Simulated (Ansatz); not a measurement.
Abridged output of a molecular run in Ansatz:

```
Functional definition: HF
2676 factors; integrals over basis functions are off by at most 1.1e-3 eV
mean field evaluation 1: about -65340.3299 eV, gradient 7.0e1 eV
mean field evaluation 2: about -65340.8392 eV, gradient 7.0e1 eV
mean field evaluation 4: about -65348.1356 eV, gradient 7.9e0 eV
mean field evaluation 8: about -65348.3730 eV, gradient 9.6e-1 eV
mean field evaluation 16: about -65348.3777 eV, gradient 1.8e-6 eV
mean field -65348.37770293 eV, -2401.5085858615 hartree, gradient 1.8e-6 eV, S^2 0.000000; 0 other end points of the search recorded, 0 dependent functions left out
21 core orbitals not correlated: weight in the atoms' cores, before any rotation towards them, 1.000 or more for the frozen orbitals, at most 0.000 for the correlated occupied ones
reference -65348.37770293 eV, -2401.5085858615 hartree; 28, 28 occupied and 386, 386 virtual orbitals, 2676 factors
second order -53.23782954 eV of doubles, -0.00000000 eV of singles
cycle   1  -49.91715635 eV  change     3.3e0 eV  update   2.6e-1
cycle   2  -51.70386156 eV  change    -1.8e0 eV  update   1.9e-1
cycle   3  -52.28215677 eV  change   -5.8e-1 eV  update   5.9e-2
cycle   4  -52.34665724 eV  change   -6.5e-2 eV  update   2.5e-2
cycle   5  -52.30660987 eV  change    4.0e-2 eV  update   1.2e-2
cycle   6  -52.29322261 eV  change    1.3e-2 eV  update   5.1e-3
cycle   7  -52.29533393 eV  change   -2.1e-3 eV  update   2.5e-3
cycle   8  -52.29445503 eV  change    8.8e-4 eV  update   1.1e-3
cycle   9  -52.29352214 eV  change    9.3e-4 eV  update   4.6e-4
cycle  10  -52.29380482 eV  change   -2.8e-4 eV  update   2.1e-4
cycle  11  -52.29421902 eV  change   -4.1e-4 eV  update   1.0e-4
cycle  12  -52.29407953 eV  change    1.4e-4 eV  update   7.4e-5
cycle  13  -52.29406710 eV  change    1.2e-5 eV  update   3.8e-5
cycle  14  -52.29404288 eV  change    2.4e-5 eV  update   1.8e-5
perturbative correction -2.56913491 eV, -0.0944139664 hartree
Total energy: -65403.24088072 eV, -2403.5247704574 hartree
```

Its atoms:

```xyz
17

C     1.754    1.615   -0.525
N     0.507    0.985   -0.157
C    -0.642    1.662    0.170
C    -1.574    0.725    0.449
N    -0.962   -0.494    0.284
C    -1.610   -1.770    0.484
C     0.327   -0.352   -0.092
Cu    1.590   -1.712   -0.444
Cl    2.993   -3.224   -0.834
H     2.483    0.833   -0.727
H     2.117    2.243    0.290
H     1.622    2.224   -1.421
H    -0.703    2.737    0.177
H    -2.604    0.824    0.748
H    -2.455   -1.879   -0.198
H    -1.960   -1.861    1.513
H    -0.883   -2.555    0.282
```

Problem. Which basis set was used?
A. def2-QZVPP
B. cc-pV(Q+d)Z
C. def2-SVPD
D. def2-TZVPP

Solution. D. It gives 435 functions.

Problem. Write the keys of the input that set method, charge and spin (a neutral closed shell needs none for the last two).

Solution. 
```yaml
correlation: {method: ccsd_t, frozen_orbitals: {C: 1, Cl: 5, Cu: 9, H: 0, "N": 1}}
```
